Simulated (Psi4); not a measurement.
HFSi, charge +1, doublet, at a GFN2-xTB geometry (a state made from the parent by changing its charge; the spin is typed, not shown lowest); PBE0/aug-cc-pVDZ run with Psi4.

The Psi4 input:
```
memory 2 GB

molecule mol {
1 2
Si   -0.270919   -0.356726    0.337084
H    -1.036664   -1.365046   -0.396130
F     0.536614    0.706579   -0.480339
}

set {
  basis aug-cc-pvdz
  reference uks
  cholesky_tolerance 1e-3
  scf_type cd
}

energy('pbe0')
print_variables()
```

It wrote (shortened):

```
   => Loading Basis Set <=

    Name: AUG-CC-PVDZ
    Role: ORBITAL
    Keyword: BASIS

         ---------------------------------------------------------
                                   SCF
               by Justin Turney, Rob Parrish, Andy Simmonett
                          and Daniel G. A. Smith
                              UKS Reference
         ---------------------------------------------------------

  ==> Geometry <==

    Molecular point group: cs
    Full point group: Cs

    Geometry (in Angstrom), charge = 1, multiplicity = 2:

       Center              X                  Y                   Z               Mass
    ------------   -----------------  -----------------  -----------------  -----------------
         SI           0.502059676404    -0.339049885846     0.000000000000    27.976926534650
         H            1.768185510314     0.394164114242     0.000000000000     1.007825032230
         F           -0.833128351162     0.478373114252     0.000000000000    18.998403162730

  Running in cs symmetry.

  Rotational constants: A =     11.01228  B =      0.56991  C =      0.54187 [cm^-1]
  Rotational constants: A = 330139.97708  B =  17085.60028  C =  16244.88532 [MHz]
  Nuclear repulsion =   49.483472750616471

  Charge       = 1
  Multiplicity = 2
  Electrons    = 23
  Nalpha       = 12
  Nbeta        = 11

  ==> Algorithm <==

  SCF Algorithm Type is CD.
  DIIS enabled.
  MOM disabled.
  Fractional occupation disabled.
  Guess Type is SAD.
  Energy threshold   = 1.00e-06
  Density threshold  = 1.00e-06
  Integral threshold = 1.00e-12

  ==> Primary Basis <==

  Basis Set: AUG-CC-PVDZ
    Blend: AUG-CC-PVDZ
    Number of shells: 25
    Number of basis functions: 59
    Number of Cartesian functions: 63
    Spherical Harmonics?: true
    Max angular momentum: 2

  ==> DFT Potential <==

   => LibXC <=

    Version 7.1.2
    S. Lehtola, C. Steigemann, M. J. T. Oliveira, and M. A. L. Marques,  SoftwareX 7, 1–5 (2018) (10.1016/j.softx.2017.11.002)

   => Composite Functional: PBE0 <=

    PBE0 Hyb-GGA Exchange-Correlation Functional

    C. Adamo and V. Barone,  J. Chem. Phys. 110, 6158 (1999) (10.1063/1.478522)
    M. Ernzerhof and G. E. Scuseria,  J. Chem. Phys. 110, 5029 (1999) (10.1063/1.478401)

    Deriv               =              1
    GGA                 =           TRUE
    Meta                =          FALSE

    Exchange Hybrid     =           TRUE
    MP2 Hybrid          =          FALSE

   => Exchange Functionals <=

    0.7500   Perdew, Burke & Ernzerhof

   => Exact (HF) Exchange <=

    0.2500               HF

   => Correlation Functionals <=

    1.0000   Perdew, Burke & Ernzerhof

   => LibXC Density Thresholds  <==

    XC_HYB_GGA_XC_PBEH:  1.00E-15

   => Molecular Quadrature <=

    Radial Scheme          =       TREUTLER
    Pruning Scheme         =           NONE
    Nuclear Scheme         =       TREUTLER

    Blocking Scheme        =         OCTREE
    BS radius alpha        =              1
    Pruning alpha          =              1
    Radial Points          =             75
    Spherical Points       =            302
    Total Points           =          66519
    Total Blocks           =            565
    Max Points             =            256
    Max Functions          =             59
    Weights Tolerance      =       1.00E-15

  ==> Integral Setup <==

  ==> CDJK: Cholesky-decomposed J/K Matrices <==

    J tasked:                     Yes
    K tasked:                     Yes
    wK tasked:                     No
    Integrals threads:              1
    Algorithm:                   Core
    Integral Cache:              NONE
    Schwarz Cutoff:             1E-12
    Cholesky tolerance:      1.00E-03
    No. Cholesky vectors:         186

  Minimum eigenvalue in the overlap matrix is 1.0696418408E-03.
  Reciprocal condition number of the overlap matrix is 2.1105721105E-04.
    Using symmetric orthogonalization.

  ==> Pre-Iterations <==

  SCF Guess: Superposition of Atomic Densities via on-the-fly atomic UHF (no occupation information).

   -------------------------
    Irrep   Nso     Nmo
   -------------------------
     A'        42      42
     A"        17      17
   -------------------------
    Total      59      59
   -------------------------

  ==> Iterations <==

                        Total Energy        Delta E     RMS |[F,P]|

   @UKS iter SAD:  -389.29468843901128   -3.89295e+02   0.00000e+00
   @UKS iter   1:  -389.31932182321850   -2.46334e-02   7.81581e-03 DIIS/ADIIS
   @UKS iter   2:  -389.18066810448613    1.38654e-01   1.61902e-02 DIIS/ADIIS
   @UKS iter   3:  -389.36862921503473   -1.87961e-01   4.29268e-04 DIIS/ADIIS
   @UKS iter   4:  -389.36898688007540   -3.57665e-04   1.70421e-04 DIIS/ADIIS
   @UKS iter   5:  -389.36904064635075   -5.37663e-05   3.44884e-05 DIIS
   @UKS iter   6:  -389.36904416532218   -3.51897e-06   1.26638e-05 DIIS
   @UKS iter   7:  -389.36904456068152   -3.95359e-07   2.68697e-06 DIIS
   @UKS iter   8:  -389.36904459328917   -3.26077e-08   8.37392e-07 DIIS
  Energy and wave function converged.

  ==> Post-Iterations <==

   Electrons on quadrature grid:
      Nalpha   =   12.0000005624 ; deviation = 5.624e-07
      Nbeta    =   11.0000011551 ; deviation = 1.155e-06
      Ntotal   =   23.0000017175 ; deviation = 1.717e-06

   @Spin Contamination Metric:   4.417725282E-03
   @S^2 Expected:                7.500000000E-01
   @S^2 Observed:                7.544177253E-01
   @S   Expected:                5.000000000E-01
   @S   Observed:                5.000000000E-01

    Orbital Energies [Eh]
    ---------------------

    Alpha Occupied:

       1Ap   -66.687349     2Ap   -25.093035     3Ap    -5.744429
       1App   -4.081379     4Ap    -4.078639     5Ap    -4.074489
       6Ap    -1.529938     7Ap    -0.869671     8Ap    -0.771964
       2App   -0.749966     9Ap    -0.743464    10Ap    -0.573332

    Alpha Virtual:

       3App   -0.382342    11Ap    -0.260053    12Ap    -0.188522
      13Ap    -0.146312     4App   -0.113003    14Ap    -0.107048
       5App   -0.096801    15Ap    -0.081556    16Ap    -0.078976
       6App   -0.047705    17Ap    -0.038038    18Ap    -0.020748
      19Ap     0.057442    20Ap     0.068374     7App    0.070518
      21Ap     0.075029    22Ap     0.106702     8App    0.140612
      23Ap     0.163625     9App    0.169291    24Ap     0.179548
      25Ap     0.239472    10App    0.251555    26Ap     0.265483
      27Ap     0.268788    11App    0.288143    28Ap     0.408506
      29Ap     0.491743    30Ap     0.530799    31Ap     0.751218
      12App    0.906470    32Ap     0.914839    13App    1.079826
      33Ap     1.086586    34Ap     1.110695    35Ap     1.205731
      14App    1.209514    15App    1.377551    36Ap     1.500571
      37Ap     1.617535    38Ap     1.670616    39Ap     2.436590
      16App    4.155661    40Ap     4.170033    17App    4.254234
      41Ap     4.283569    42Ap     4.351258

    Beta Occupied:

       1Ap   -66.683779     2Ap   -25.090288     3Ap    -5.739085
       1App   -4.078015     4Ap    -4.072591     5Ap    -4.067400
       6Ap    -1.523526     7Ap    -0.850466     8Ap    -0.749696
       2App   -0.748413     9Ap    -0.723862

    Beta Virtual:

      10Ap    -0.416913     3App   -0.355784    11Ap    -0.243931
      12Ap    -0.155513    13Ap    -0.129087     4App   -0.092100
      14Ap    -0.091775     5App   -0.085559    15Ap    -0.076490
      16Ap    -0.053063     6App   -0.037317    17Ap    -0.031184
      18Ap    -0.011022    19Ap     0.068470     7App    0.073264
      20Ap     0.078147    21Ap     0.085560    22Ap     0.115549
       8App    0.153165    23Ap     0.181058     9App    0.183612
      24Ap     0.199207    25Ap     0.252821    10App    0.283402
      26Ap     0.288715    27Ap     0.302059    11App    0.303381
      28Ap     0.421670    29Ap     0.514907    30Ap     0.545485
      31Ap     0.782168    12App    0.909007    32Ap     0.918475
      13App    1.082628    33Ap     1.095019    34Ap     1.114588
      14App    1.213254    35Ap     1.220798    15App    1.412410
      36Ap     1.532602    37Ap     1.622790    38Ap     1.703285
      39Ap     2.444812    16App    4.159425    40Ap     4.173952
      17App    4.257596    41Ap     4.290730    42Ap     4.356671

    Final Occupation by Irrep:
             Ap   App
    DOCC [     9,    2 ]
    SOCC [     1,    0 ]
    NA   [    10,    2 ]
    NB   [     9,    2 ]

  @UKS Final Energy:  -389.36904459328917

   => Energetics <=

    Nuclear Repulsion Energy =             49.4834727506164711
    One-Electron Energy =                -631.6268666713543780
    Two-Electron Energy =                 216.3785972453883062
    DFT Exchange-Correlation Energy =     -23.6042479179395315
    Empirical Dispersion Energy =           0.0000000000000000
    VV10 Nonlocal Energy =                  0.0000000000000000
    Total Energy =                       -389.3690445932891748

  UHF NO Occupations:
  HONO-2 :    2App 1.9998405
  HONO-1 :    9 Ap 1.9980713
  HONO-0 :   10 Ap 1.0000000
  LUNO+0 :   11 Ap 0.0019287
  LUNO+1 :    3App 0.0001595
  LUNO+2 :   12 Ap 0.0001124
  LUNO+3 :   13 Ap 0.0000071

Computation Completed

Properties will be evaluated at   0.000000,   0.000000,   0.000000 [a0]

Properties computed using the SCF density matrix

 Multipole Moments:

 ------------------------------------------------------------------------------------
     Multipole            Electronic (a.u.)      Nuclear  (a.u.)        Total (a.u.)
 ------------------------------------------------------------------------------------

 L = 1.  Multiply by 2.5417464519 to convert [e a0] to [Debye]
 Dipole X            :         -0.9996523            2.4545007            1.4548483
 Dipole Y            :         -0.5704075           -0.0891502           -0.6595577
 Dipole Z            :          0.0000000            0.0000000            0.0000000
 Magnitude           :                                                    1.5973729

 ------------------------------------------------------------------------------------

  Variable Map:
  ----------------------------------------------------------------------------
  "CURRENT ENERGY"              =>    -389.369044593289
  "CURRENT REFERENCE ENERGY"    =>    -389.369044593289
  "DD SOLVATION ENERGY"         =>       0.000000000000
  "DFT FUNCTIONAL TOTAL ENERGY" =>    -389.369044593289
  "DFT TOTAL ENERGY"            =>    -389.369044593289
  "DFT VV10 ENERGY"             =>       0.000000000000
  "DFT XC ENERGY"               =>     -23.604247917940
  "GRID ELECTRONS ALPHA"        =>      12.000000562395
  "GRID ELECTRONS BETA"         =>      11.000001155079
  "GRID ELECTRONS TOTAL"        =>      23.000001717474
  "NUCLEAR REPULSION ENERGY"    =>      49.483472750616
  "ONE-ELECTRON ENERGY"         =>    -631.626866671354
  "PCM POLARIZATION ENERGY"     =>       0.000000000000
  "PE ENERGY"                   =>       0.000000000000
  "SCF ITERATION ENERGY"        =>    -389.369044593289
  "SCF ITERATIONS"              =>       8.000000000000
  "SCF TOTAL ENERGY"            =>    -389.369044593289
  "TWO-ELECTRON ENERGY"         =>     216.378597245388
  "XC GRID RADIAL POINTS"       =>      75.000000000000
  "XC GRID SPHERICAL POINTS"    =>     302.000000000000
  "XC GRID TOTAL POINTS"        =>   66519.000000000000

  Array Variable Map:
  ----------------------------------------------------------------------------
  "CURRENT DIPOLE"              =>       1.454848339895 ... 0.000000000000 1 by 3
  "SCF DIPOLE"                  =>       1.454848339895 ... 0.000000000000 1 by 3
  "SCF TOTAL ENERGIES"          =>    -389.294688439011 ... -389.369044593289 1 by 9
```
